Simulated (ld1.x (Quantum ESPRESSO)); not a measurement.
## An all-electron radial function and its pseudo partner (Ag)

Columns: radius, all-electron u(r) and pseudo u(r) of the 4d shell (level -22.04 eV) of silver in the configuration [Ar] 3d10 4s2 4p6 4d9.5 5s0 5p0; PBE, scalar-relativistic, TM scheme, ld1.x (Quantum ESPRESSO) 7.5.

```
r (bohr)  all-electron   pseudo
   0.080        0.1502  -0.0025
   0.160        0.4000  -0.0192
   0.240        0.4559  -0.0614
   0.320        0.3246  -0.1348
   0.400        0.0963  -0.2382
   0.480       -0.1544  -0.3640
   0.560       -0.3842  -0.4996
   0.640       -0.5738  -0.6309
   0.720       -0.7178  -0.7451
   0.800       -0.8181  -0.8334
   0.880       -0.8804  -0.8922
   0.960       -0.9119  -0.9226
   1.040       -0.9197  -0.9288
   1.120       -0.9098  -0.9165
   1.200       -0.8874  -0.8915
   1.280       -0.8565  -0.8584
   1.360       -0.8199  -0.8205
   1.440       -0.7800  -0.7801
   1.520       -0.7384  -0.7384
   1.600       -0.6962  -0.6962
   1.680       -0.6544  -0.6544
   1.760       -0.6135  -0.6135
   1.840       -0.5739  -0.5739
   1.920       -0.5358  -0.5358
   2.000       -0.4996  -0.4996
   2.080       -0.4651  -0.4651
```

**Question.** How many radial nodes do the two functions have?

**Answer.** The all-electron 4d function has n − l − 1 = 1; the pseudo-wave has 0, since the states of the same l below it are removed with the core.

**Question.** At about which radius was the pseudo-wave matched?

**Answer.** 1.60 bohr. The columns agree to 0.0005 from 1.44 bohr on; several derivatives are matched, so the curves merge somewhat inside the radius.

**Question.** Where does each function peak?

**Answer.** Outermost all-electron maximum near 1.04 bohr, pseudo maximum near 1.04 bohr (to the table’s step).

**Question.** Is the pseudo-wave norm-conserving?

**Answer.** Yes: the TM scheme keeps the norm inside the radius equal to the all-electron one, which fixes the energy derivative of the logarithmic derivative at the level.
